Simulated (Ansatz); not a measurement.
`N=CC[SiH3]` + H₂ → SiH₄ + `CC=N`  (hydrogenolysis of the Si–C bond)

Computed with Ansatz on PBE0-D4/def2-TZVP structures; ΔE is electronic, products minus reactants. CCSD(T)/CBS is the MP2 limit (def2-TZVPP, def2-QZVPP) plus CCSD(T) − MP2 in def2-TZVPP, frozen cores. This one scheme is used for every species. DFT in def2-TZVPP. HSE06 is defined as in plane-wave codes. Each species was taken in one conformer, which may not be the lowest.

| level | ΔE (kJ/mol) |
| --- | --- |
| PBE0-D4 | -25.5 |
| r2SCANh-D4 | -24.0 |
| ωB97X-V | -28.9 |
| PBE-QIDH | -27.5 |
| revPBE | -31.4 |
| r2SCANh | -26.0 |
| HSE06 | -31.1 |
| SCS-MP2/def2-TZVPP | -28.1 |

Question: What does CCSD(T)/CBS give? (An estimate is asked.)

Answer: Computed: -24.8 kJ/mol. The listed levels differ from it by -0.7, 0.8, -4.1, -2.7, -6.6, -1.2, -6.3, -3.3 kJ/mol.

Largest T1 diagnostic among the species: 0.012.

From r2SCAN to r2SCAN0 (25 % exact exchange), in def2-TZVPP and without D4, ΔE moves by −3.5 kJ/mol. In def2-TZVPP, CCSD(T) changes the Hartree–Fock value by +24.5 kJ/mol (the triples alone add +5.0 kJ/mol) and MP2 by +31.8 kJ/mol. At CCSD(T), def2-SVP lies −15.1 kJ/mol from the extrapolated value and def2-TZVPP −3.2 kJ/mol.
